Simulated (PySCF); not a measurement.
Compound: C5H7NO2S.
SMILES with atom numbers: `[NH2:1][C:2](=[O:3])[C:4]1=[CH:5][S@@:6](=[O:7])[CH2:8][CH2:9]1` (hydrogens: H10, H11 on N1; H12 on C5; H13, H14 on C8; H15, H16 on C9)

Structure optimised with GFN2-xTB, isolated species.

Q: Give the optimised bond lengths and angles.

A: 
```csv
bond,length (Å)
N1–C2,1.352
C2=O3,1.211
C2–C4,1.496
C4=C5,1.325
C5–S6,1.822
S6=O7,1.465
S6–C8,1.860
C8–C9,1.520
C4–C9,1.499
N1–H10,1.007
N1–H11,1.004
C5–H12,1.075
C8–H13,1.086
C8–H14,1.088
C9–H15,1.094
C9–H16,1.091
```

A selection of angles:
```csv
angle,degrees
N1–C2–O3,123.2
N1–C2–C4,114.6
O3–C2–C4,122.3
C2–C4–C5,125.9
C2–C4–C9,118.0
C5–C4–C9,116.0
C4–C5–S6,113.8
C5–S6–O7,104.4
C5–S6–C8,88.2
O7–S6–C8,108.0
S6–C8–C9,107.8
C4–C9–C8,107.2
H10–N1–C2,118.6
H11–N1–C2,122.0
```

Torsions: N1–C2–C4–C5 -36° (synclinal); C2–C4–C5–S6 178° (antiperiplanar); C4–C5–S6–O7 -91° (anticlinal); C5–S6–C8–C9 -24° (synperiplanar); S6–C8–C9–C4 26° (synperiplanar); C2–C4–C9–C8 163° (antiperiplanar).

The C–C distances run from 1.325 Å (C4=C5, drawn double) to 1.520 Å (C8–C9, drawn single), a spread of 0.195 Å. The 2 C–S bonds span 1.822 Å (C5–S6, drawn single) to 1.860 Å (S6–C8, drawn single), a spread of 0.038 Å. The 5-membered ring C4–C5–S6–C8–C9 has internal angles of 88.2° to 116.0° (sum 533°, against 540° for a flat polygon); it is puckered, 0.13 Å rms from its mean plane, widest ring torsion 26°. S6 (sulfinyl sulfur) is pyramidal (angles 108.0°, 104.4° and 88.2°, sum 300.6°, 0.77 Å off the plane of its three neighbours). Of the pairs four or more bonds apart, C5···H11 is among the closest relative to their van der Waals radii: 2.68 Å, 93 % of the sum of Bondi's values. N1 (amide nitrogen) is planar (angles 122.0°, 119.0° and 118.6°, sum 359.5°, 0.04 Å off the plane of its three neighbours).

Point group: C1 (no symmetry element, even within 0.4 Å). Stationary, but not proved a minimum. One conformer, not necessarily the lowest (H–N1–C2–O3 2° and 174°, N1–C2–C4–C5 -36°, C4–C5–S6–O7 -91°, C5–S6–C8–C9 -24°, S6–C8–C9–C4 26°, C2–C4–C9–C8 163°).

All values are computed, not measured.
